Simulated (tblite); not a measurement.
Compound: C5H8ClO2 (doublet state).
Structure used (GFN2-xTB), in Å, numbered top down from 1:
```xyz
16
C5H8ClO2 angstrom
C     -0.1110   -1.5546    0.4576
C     -0.3752   -0.1855   -0.0397
C     -1.8219    0.3027   -0.0216
O     -2.0561    1.3164    0.9101
C      0.6145    0.6141   -0.4288
Cl     0.3208    2.2173   -1.0102
C      2.0993    0.2740   -0.2879
O      2.3508   -1.0098   -0.0517
H     -0.4526   -2.3154   -0.2418
H     -0.5552   -1.7195    1.4366
H      1.0096   -1.6471    0.5056
H     -2.4791   -0.5215    0.2606
H     -2.0795    0.6343   -1.0391
H     -1.5311    2.0913    0.6701
H      2.5105    0.9528    0.4896
H      2.5487    0.5595   -1.2619
```

Structure optimised with GFN2-xTB, isolated species. This method treats the open shell by occupation alone, without spin polarisation.

Take the most abundant isotopes and a rigid rotor. The values belong to one conformer with, in the numbering `[CH3:1]/[C:2]([CH2:3][OH:4])=[C:5](/[Cl:6])[CH2:7][O:8]`, C1–C2–C3–O4 111°, C2–C3–O4–H 63°, C2–C5–C7–O8 16°.

(1) Give the principal moments of inertia and the rotational constants in MHz.

(2) What kind of rotor is it?

(3) What does the inertial defect say?

(4) Give the other two planar moments, Paa and Pbb, and the rms extents of the mass along the axes.

(5) Where do the levels up to J = 3 lie, in cm⁻¹?

(6) Estimate the classical rotational partition function at 10 K, 25 K and 298.15 K.

## Answers

(1) Ia = 247.00, Ib = 341.08, Ic = 548.21 u·Å²; 505379 MHz·u·Å²/I gives A = 2046, B = 1482, C = 921.9 MHz.

(2) An asymmetric top; Ray's κ = -0.004.

(3) Not planar: Δ = Ic − Ia − Ib = -39.87 u·Å². For a rigid frame Δ = −2 Σ m c², so Σ m c² = 19.94 u·Å² lies off the ab plane: 6.47 from hydrogen and 13.47 from heavier atoms. The atom farthest from that plane is 1.34 Å away.

(4) Paa = Σ m a² = (Ib + Ic − Ia)/2 = 321.14 and Pbb = Σ m b² = (Ia + Ic − Ib)/2 = 227.07 u·Å². With the mass M = 135.02 u, the rms extents √(P/M) along a, b and c are 1.54, 1.30, 0.38 Å.

(5) Above 0(0,0):
J = 1: 1(0,1) 0.0802, 1(1,1) 0.0990, 1(1,0) 0.1177
J = 2: 2(0,2) 0.2319, 2(1,2) 0.2407, 2(1,1) 0.2967, 2(2,1) 0.3532, 2(2,0) 0.3618
J = 3: 3(0,3) 0.4457, 3(1,3) 0.4486, 3(1,2) 0.5578, 3(2,2) 0.5937, 3(2,1) 0.6290, 3(3,1) 0.7391, 3(3,0) 0.7419
Those of J = 1 are B + C, A + C and A + B.

(6) Point group C1, symmetry number σ = 1; q = (√π/σ)·√((kT/h)³/(ABC)), k/h = 20836.6 MHz/K: 3190 at 10 K, 12600 at 25 K, 519000 at 298.15 K.

For this open shell read J as N, the rotation without spin; fine and hyperfine splittings come on top. Its GFN2-xTB frequencies are all real (lowest 66 cm⁻¹). Zero-point vibration and centrifugal distortion are left out.

All values are computed, not measured.
